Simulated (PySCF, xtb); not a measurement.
Be(I)(SH) (BeHIS), SMILES [SH][Be][I].

GFN2-xTB (xtb) at its own geometry gives an orbital gap of 4.56 eV and a dipole moment of 3.20 D.

Geometry: B3LYP-D3(BJ)/def2-TZVP. The def2 effective core potentials stand for the cores of I; spin–orbit coupling is left out. The values are those of a single conformer.

**Question.** What does PBE0/def2-TZVPD (PySCF) give? (The exact figures need the calculation; the answer reports its results.)

**Answer.** gap 6.69 eV (levels -7.76 and -1.07 eV), dipole 0.70 D.
